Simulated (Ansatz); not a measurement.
`[GaH2][I]` + `BO` → `B[O][GaH2]` + HI  (ligand exchange at a Ga–I bond)

Computed with Ansatz on PBE0-D4/def2-TZVP structures; ΔE is electronic, products minus reactants. CCSD(T)/CBS is the MP2 limit (def2-TZVPP, def2-QZVPP) plus CCSD(T) − MP2 in def2-TZVPP, frozen cores. This one scheme is used for every species. DFT in def2-TZVPP. def2 core potentials past Kr. For Ga, I outer-core shells are correlated without core-valence functions, which leaves a few kJ/mol of doubt a bond. Scalar relativity is left out up to krypton.

Problem. Is it downhill or uphill in electronic energy at CCSD(T)/CBS, and by how much? (Best estimate.)

Solution. Ansatz gave: Uphill: ΔE = +83.2 kJ/mol.

Problem. What do these levels give: LDA (SPW92), PBE0-D4, r2SCAN0-D4, ωB97M-V, PBE-QIDH, PBE, PBE0, r2SCANh, BHLYP, CAM-B3LYP, RPA@PBE/def2-TZVPP, HF/def2-TZVPP? (An estimate is asked.)

Solution. The calculation gave: LDA (SPW92) 79.6, PBE0-D4 88.5, r2SCAN0-D4 86.4, ωB97M-V 80.6, PBE-QIDH 86.8, PBE 84.0, PBE0 88.8, r2SCANh 83.6, BHLYP 80.7, CAM-B3LYP 72.1, RPA@PBE/def2-TZVPP 69.2, HF/def2-TZVPP 83.4 kJ/mol.

Largest T1 diagnostic among the species: 0.016.

From r2SCAN to r2SCAN0 (25 % exact exchange), in def2-TZVPP and without D4, ΔE moves by +5.2 kJ/mol. In def2-TZVPP, CCSD(T) changes the Hartree–Fock value by −8.5 kJ/mol (the triples alone add −0.1 kJ/mol) and MP2 by −3.0 kJ/mol.
